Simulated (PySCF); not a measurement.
# Energy of Ar⁺ (argon, charge +1) between two integer charges

The 3p beta orbital of [Ne] 3s2 3p5 is emptied in steps (occupation f), with all orbitals relaxed, ending at [Ne] 3s2 3p4. Calculation: PySCF 2.14, in aug-pcseg-2 (6s5p3d2f, 50 functions); the non-relativistic Hamiltonian (point nucleus). The exact energy is a straight line in f; departures are measured from the line between the end points of the same method.

```tsv
f	UHF (eV)	LDA (eV)	PBE (eV)	PBE0 (eV)	r2SCAN (eV)	LC-wPBE (eV)	BHandHLYP (eV)	wB97X (eV)	HSE06 (eV)	M06-2X (eV)
1	0.000	0.000	0.000	0.000	0.000	0.000	0.000	0.000	0.000	0.000
0.8	0.196	-0.999	-0.968	-0.682	-0.904	-0.210	-0.408	-0.273	-0.749	-0.434
0.6	0.286	-1.502	-1.450	-1.021	-1.344	-0.311	-0.615	-0.409	-1.120	-0.650
0.4	0.280	-1.505	-1.446	-1.016	-1.325	-0.305	-0.619	-0.408	-1.116	-0.645
0.2	0.183	-1.004	-0.959	-0.673	-0.864	-0.198	-0.415	-0.272	-0.740	-0.414
0	0.000	0.000	0.000	0.000	0.000	0.000	0.000	0.000	0.000	0.000
```

```tsv
method	E(f=0) − E(f=1) (eV)	−ε at f=1 (eV)	−ε at f=0.4 (eV)
UHF	26.376	27.629	26.111
LDA	27.823	21.598	29.069
PBE	27.609	21.560	28.842
PBE0	27.620	23.351	28.494
r2SCAN	27.682	21.997	28.901
LC-wPBE	27.759	26.437	28.048
BHandHLYP	27.542	25.004	28.039
wB97X	27.632	25.922	27.976
HSE06	27.617	22.933	28.573
M06-2X	27.669	24.953	28.260
```

Orbital energy along the path (eV):

```
  f      UHF      LDA      PBE     PBE0   r2SCAN  LC-wPBE  BHandHLYP    wB97X    HSE06   M06-2X
  1  -27.629  -21.598  -21.560  -23.351  -21.997  -26.437    -25.004  -25.922  -22.933  -24.953
0.8  -27.085  -24.062  -23.982  -25.068  -24.325  -26.984    -26.001  -26.609  -24.816  -26.046
0.6  -26.581  -26.556  -26.415  -26.787  -26.638  -27.526    -27.013  -27.298  -26.701  -27.134
0.4  -26.111  -29.069  -28.842  -28.494  -28.901  -28.048    -28.039  -27.976  -28.573  -28.260
0.2  -25.671  -31.587  -31.235  -30.170  -31.039  -28.531    -29.084  -28.642  -30.415  -29.353
  0  -25.259  -34.089  -33.561  -31.791  -32.933  -28.950    -30.163  -29.364  -32.213  -30.116
```

Reference removal energy between the ground levels: 27.630 eV (measured; NIST Atomic Spectra Database, ionization energies). The calculation has no spin-orbit coupling. UHF lacks correlation.
